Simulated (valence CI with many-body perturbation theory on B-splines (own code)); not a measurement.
## Ladder of approximations for I²⁰⁺

Calculated by configuration interaction combined with many-body perturbation theory (CI+MBPT): five valence electrons over a frozen Dirac-Fock core [Ar] 3d10, radial functions for each j: 9 s, 9 p, 8 d, 6 f, 3 g, 1 h, with the one-electron correlation potential Σ1, the two-electron term Σ2, the three-electron term Σ3, Breit, model QED; selected CI, second order for the rest (own B-spline code, finite nucleus).

No measured spectrum was set against this ion. As an estimate, levels hold to about 250 cm⁻¹ or 0.2 % of their energy and the worst to 1 %, as in measured heavy ions of charge 2 to 7; those with d or f electrons hold less well. Among the levels kept, up to 300 cm⁻¹ of a level comes from second order outside the variational space, and about a tenth of that is noise between levels of different J, which matters for small intervals.

Each rung adds one term. CI alone is the Dirac-Coulomb CI over the frozen core; QED comes last and gives the full result, which names the levels. Energies are above (4s^2 4p1/2^2 4p3/2) J=3/2 on the same rung, in eV.

Levels are named by their leading jj configuration (3d3/2^4 stands for four electrons in 3d with j = 3/2), which in mixed levels can hold well under half, so a name can repeat and another be missing. Letters in brackets count levels of one name in rising energy.

```
                             Level  CI alone       Σ1       Σ2       Σ3    Breit      QED    Full
        (4s^2 4p1/2 4p3/2^2) J=3/2    11.840  +0.0941  +0.0771  +0.0079  -0.1780  +0.0238  11.865
        (4s^2 4p1/2 4p3/2^2) J=5/2    14.876  +0.1005  +0.0358  -0.0010  -0.1979  +0.0228  14.836
        (4s^2 4p1/2 4p3/2^2) J=1/2    18.931  +0.1039  -0.0378  -0.0187  -0.1825  +0.0219  18.818
              (4s^2 4p3/2^3) J=3/2    30.846  +0.2048  +0.0661  -0.0073  -0.3785  +0.0483  30.779
        (4s 4p1/2^2 4p3/2^2) J=5/2    59.492  +0.1006  +0.2284  +0.0372  -0.0313  -0.2336  59.593
        (4s 4p1/2^2 4p3/2^2) J=3/2    66.659  +0.1253  +0.1122  +0.0321  -0.0781  -0.2178  66.633
        (4s 4p1/2^2 4p3/2^2) J=1/2    67.341  +0.1284  +0.0908  +0.0208  -0.0611  -0.2271  67.293
      (4s 4p1/2 4p3/2^3) J=3/2 [a]    75.126  +0.1675  +0.1405  +0.0331  -0.1836  -0.1934  75.091
          (4s 4p1/2 4p3/2^3) J=5/2    78.825  +0.1941  +0.1162  +0.0278  -0.2329  -0.1956  78.735
        (4s^2 4p1/2^2 4d3/2) J=3/2    82.657  +0.0234  -0.0806  +0.0236  -0.1515  -0.0583  82.413
          (4s 4p1/2 4p3/2^3) J=1/2    84.223  +0.1869  -0.2079  +0.0136  -0.2094  -0.1869  83.819
      (4s 4p1/2 4p3/2^3) J=3/2 [b]    85.985  +0.1546  -0.2326  +0.0258  -0.2370  -0.1467  85.549
        (4s^2 4p1/2^2 4d5/2) J=5/2    87.063  +0.0339  -0.1158  +0.0292  -0.2429  -0.0250  86.742
    (4s^2 4p1/2 4p3/2 4d3/2) J=5/2    93.108  +0.0835  +0.0653  +0.0416  -0.3375  -0.0090  92.952
(4s^2 4p1/2 4p3/2 4d3/2) J=1/2 [a]    94.014  +0.1104  +0.0041  +0.0358  -0.3232  -0.0305  93.811
    (4s^2 4p1/2 4p3/2 4d3/2) J=7/2    95.082  +0.0989  +0.0553  +0.0402  -0.3788  -0.0036  94.894
(4s^2 4p1/2 4p3/2 4d3/2) J=3/2 [a]    95.726  +0.1108  -0.2179  +0.0267  -0.3183  -0.0375  95.290
(4s^2 4p1/2 4p3/2 4d5/2) J=7/2 [a]    95.945  +0.1088  +0.0348  +0.0413  -0.3957  -0.0019  95.733
    (4s^2 4p1/2 4p3/2 4d5/2) J=9/2    98.696  +0.1247  +0.0284  +0.0339  -0.4444  +0.0006  98.439
```

The middle columns are the shifts that each term adds.

Q: How does the ionisation energy move along the ladder, and which term matters most?

A: CI alone 602.28, + Σ1 603.52, + Σ2 603.54, + Σ3 603.34, + Breit 603.06, + QED 603.06 eV. The largest step is Σ1, 1.24 eV. NIST lists 601 ± 4 eV (theoretical).
